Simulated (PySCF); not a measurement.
# Ce⁵²⁺: ionisation energy

Ce⁵²⁺ [He] 2s2 2p2 (3P) → Ce⁵³⁺ [He] 2s2 2p1 (2P), as a difference of total energies. Calculation: PySCF 2.14, in an even-tempered Gaussian basis (19 s from 28 bohr⁻², ratio 2.2; 12 p from 36 bohr⁻², ratio 2.2; 5 d from 140 bohr⁻², ratio 2.4; 5 f from 200 bohr⁻², ratio 2.4; 4 g from 310 bohr⁻², ratio 2.4); scalar relativity by spin-free X2C-1e. Correlated levels: nothing frozen; virtual orbitals above 40 to 60 times the deepest correlated orbital energy dropped. The calculations carry no spin-orbit coupling.

```csv
method,ionisation energy (eV)
UHF,10253.0
LDA,10247.0
PBE,10251.1
PBE0,10251.8
r2SCAN,10256.0
BP86,10252.7
PW91,10252.7
MP2 (all electrons),10252.7
SCS-MP2 (all electrons),10252.2
```

Spin-orbit coupling is strong in these open shells (close to jj coupling). The scalar numbers leave it out and a first-order estimate fails, so it can dominate the gap to the real levels.

For this ion Breit and QED terms and the two-electron picture change, all absent here, outweigh the differences among the correlated methods.

For comparison: 10542 ± 4 eV (theoretical estimate listed by NIST; NIST Atomic Spectra Database, ionization energies).
